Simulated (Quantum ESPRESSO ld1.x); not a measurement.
Input (ld1.x (Quantum ESPRESSO 7.5)):

```
 &input
    atom='Au',
    iswitch=1,
    rel=1,
    dft='RXC-VWN',
    config='[Xe] 4f14 5d8 5f1',
    verbosity='high',
    prefix='ld1',
    max_out_wfc=37,
    file_charge='ld1.rho',
 /
```

Command: `OMP_NUM_THREADS=1 ld1.x < ld1.in > ld1.out`

Output:

```
     Program LD1 v.7.5 starts

     --------------------------- All-electron run ----------------------------

     scalar relativistic calculation

     atomic number is 79.00
     dft =RXC-VWN   lsd =0 sic =0 latt =0  beta=0.20 tr2=1.0E-14
     Exchange-correlation= RXC-VWN
                           (   3   2   0   0   0   0   0)
     mesh =2123 r(mesh) = 100.13829 a.u. xmin = -8.00 dx = 0.00800
     1 Ry =  13.60569312 eV, c = 137.03599908

     n l     nl                  e(Ry)          e(Ha)          e(eV)
     1 0     1S 1( 2.00)   -5898.416966482   -2949.208483241 -80252.0511574
     2 0     2S 1( 2.00)   -1043.709064531    -521.854532266 -14200.3852417
     2 1     2P 1( 6.00)    -904.048976752    -452.024488376 -12300.2129458
     3 0     3S 1( 2.00)    -248.195824724    -124.097912362  -3376.8762256
     3 1     3P 1( 6.00)    -207.606577038    -103.803288519  -2824.6313775
     4 0     4S 1( 2.00)     -55.582749631     -27.791374816   -756.2418344
     4 1     4P 1( 6.00)     -42.243604518     -21.121802259   -574.7535195
     3 2     3D 1(10.00)    -164.101867280     -82.050933640  -2232.7196471
     5 0     5S 1( 2.00)     -10.182647558      -5.091323779   -138.5419779
     5 1     5P 1( 6.00)      -6.600660647      -3.300330324    -89.8065632
     4 2     4D 1(10.00)     -26.185263471     -13.092631735   -356.2686591
     4 3     4F 1(14.00)      -8.280297526      -4.140148763   -112.6591871
     5 2     5D 1( 8.00)      -2.572472037      -1.286236019    -35.0002651
     5 3     5F 1( 1.00)      -0.472163800      -0.236081900     -6.4241158

     final scf error:  1.2E-15 reached in  29 iterations

     Etot =  -37922.048029 Ry,  -18961.024014 Ha, -515955.748074 eV

     Ekin =   42281.653012 Ry,   21140.826506 Ha,  575271.195617 eV
     Encl =  -94154.746370 Ry,  -47077.373185 Ha,-1281040.585178 eV
     Eh   =   14577.258161 Ry,    7288.629081 Ha,  198333.701115 eV
     Exc  =    -626.212833 Ry,    -313.106416 Ha,   -8520.059629 eV

     normalization and overlap integrals

     s(1S/1S) =  1.000000  <r> =   0.0169  <r2> =    0.0004  r(max) =   0.0104
     s(1S/2S) = -0.037103
     s(1S/3S) = -0.016282
     s(1S/4S) = -0.008055
     s(1S/5S) = -0.003608
     s(2S/2S) =  1.000000  <r> =   0.0714  <r2> =    0.0060  r(max) =   0.0602
     s(2S/3S) = -0.010479
     s(2S/4S) = -0.004940
     s(2S/5S) = -0.002190
     s(2P/2P) =  1.000000  <r> =   0.0644  <r2> =    0.0051  r(max) =   0.0501
     s(2P/3P) = -0.008201
     s(2P/4P) = -0.003661
     s(2P/5P) = -0.001495
     s(3S/3S) =  1.000000  <r> =   0.1845  <r2> =    0.0389  r(max) =   0.1704
     s(3S/4S) = -0.003603
     s(3S/5S) = -0.001543
     s(3P/3P) =  1.000000  <r> =   0.1856  <r2> =    0.0399  r(max) =   0.1691
     s(3P/4P) = -0.003024
     s(3P/5P) = -0.001194
     s(4S/4S) =  1.000000  <r> =   0.4083  <r2> =    0.1881  r(max) =   0.3823
     s(4S/5S) = -0.001086
     s(4P/4P) =  1.000000  <r> =   0.4346  <r2> =    0.2147  r(max) =   0.4044
     s(4P/5P) = -0.000853
     s(3D/3D) =  1.000000  <r> =   0.1679  <r2> =    0.0330  r(max) =   0.1373
     s(3D/4D) = -0.002211
     s(3D/5D) = -0.000666
     s(5S/5S) =  1.000000  <r> =   0.9247  <r2> =    0.9590  r(max) =   0.8509
     s(5P/5P) =  1.000000  <r> =   1.0627  <r2> =    1.2753  r(max) =   0.9518
     s(4D/4D) =  1.000000  <r> =   0.4590  <r2> =    0.2435  r(max) =   0.4109
     s(4D/5D) = -0.000521
     s(4F/4F) =  1.000000  <r> =   0.4981  <r2> =    0.3005  r(max) =   0.3763
     s(4F/5F) = -0.000054
     s(5D/5D) =  1.000000  <r> =   1.4410  <r2> =    2.4070  r(max) =   1.1907
     s(5F/5F) =  1.000000  <r> =   5.1560  <r2> =   30.5144  r(max) =   4.6023

     ------------------------ End of All-electron run ------------------------
```

Run on one thread of a shared host, so times are rough (Intel(R) Xeon(R) Processor @ 2.60GHz): 0.69 s of CPU time, 0.93 s wall, 29 iterations on 2123 mesh points.
